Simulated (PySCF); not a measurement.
Job file and geometry (Å, from GFN2-xTB) of an NMR shielding run on `F/C=C/BSC(F)F`, C$_{3}$H$_{4}$BF$_{3}$S, GIAO PBE0/pcSseg-1 NMR shielding, non-relativistic, gas phase (PySCF); density fitting, a coarse starting grid and PySCF grid level 2 are the driver's defaults:

```
$ OMP_NUM_THREADS=1 python probes_run.py task.json out

{"job": {"kind": "nmr", "xc": "PBE0", "basis": "pcSseg-1"}, "charge": 0, "multiplicity": 1}
F      3.713763    -0.000222     0.972309
C      2.395455    -0.156269     0.830248
C      1.670671     0.601954     0.011519
B      0.153481     0.455379    -0.187405
S     -0.755656    -0.744233     0.767817
C     -2.452989    -0.503078     0.114030
F     -2.880485     0.754869     0.313618
F     -2.500364    -0.723596    -1.210630
H      2.016148    -0.958256     1.450254
H      2.208800     1.361195    -0.542832
H     -0.433570     1.111465    -0.952237
H     -3.134055    -1.199895     0.620097
```

Task: What does the program print?

Result: 
```
coarse grid: 11712 points
cycle   1  E = -838.4429797502  dE =  1.110e+00  |g| = 8.283e-01  |ddm| = 3.073e+00
cycle   2  E = -838.2878883291  dE =  1.551e-01  |g| = 1.258e+00  |ddm| = 1.123e+00
cycle   3  E = -838.5682331452  dE = -2.803e-01  |g| = 8.684e-02  |ddm| = 7.106e-01
cycle   4  E = -838.5691330528  dE = -8.999e-04  |g| = 6.409e-02  |ddm| = 1.251e-01
cycle   5  E = -838.5700734077  dE = -9.404e-04  |g| = 1.192e-02  |ddm| = 5.617e-02
cycle   6  E = -838.5701027543  dE = -2.935e-05  |g| = 3.708e-03  |ddm| = 1.149e-02
cycle   7  E = -838.5701058052  dE = -3.051e-06  |g| = 7.094e-04  |ddm| = 3.243e-03
final grid: 112880 points
cycle   8  E = -838.6369667608  dE = -4.303e-05  |g| = 8.234e-03  |ddm| = 2.428e-02
cycle   9  E = -838.6369570722  dE =  9.689e-06  |g| = 1.102e-02  |ddm| = 1.361e-02
cycle  10  E = -838.6369817125  dE = -2.464e-05  |g| = 1.166e-03  |ddm| = 7.794e-03
cycle  11  E = -838.6369819402  dE = -2.277e-07  |g| = 3.548e-04  |ddm| = 1.115e-03
cycle  12  E = -838.6369819647  dE = -2.449e-08  |g| = 1.239e-04  |ddm| = 3.558e-04
cycle  13  E = -838.6369819682  dE = -3.484e-09  |g| = 3.310e-05  |ddm| = 1.087e-04
cycle  14  E = -838.6369819685  dE = -2.815e-10  |g| = 6.711e-06  |ddm| = 3.832e-05
converged SCF energy = -838.6369819685

GIAO shielding tensors (ppm)
atom      isotropic    diamagn.    paramagn.     s11        s22        s33       span
  0 F      236.035     467.953    -231.917    116.136    212.518    379.453    263.317
  1 C        7.707     254.545    -246.838    -98.729     49.738     72.112    170.841
  2 C       72.044     257.793    -185.749    -26.117     70.164    172.086    198.203
  3 B       41.597     193.878    -152.281    -14.425      9.322    129.892    144.317
  4 S      331.504    1059.531    -728.027    128.254    408.526    457.732    329.478
  5 C       60.825     239.593    -178.768     32.354     67.634     82.486     50.133
  6 F      273.191     474.058    -200.867    168.894    309.687    340.993    172.099
  7 F      272.465     474.685    -202.220    168.455    310.165    338.775    170.320
  8 H       23.995      31.199      -7.204     20.319     22.555     29.112      8.793
  9 H       25.213      29.716      -4.503     23.684     23.908     28.048      4.364
 10 H       24.257      30.430      -6.173     19.279     24.329     29.163      9.884
 11 H       24.413      26.641      -2.228     21.943     22.659     28.636      6.693
```

Size and cost of the density-fitted run: 163 basis functions, 36 s wall time on 1 thread of an Arm Neoverse N1, shared host; peak memory 0.73 GiB.
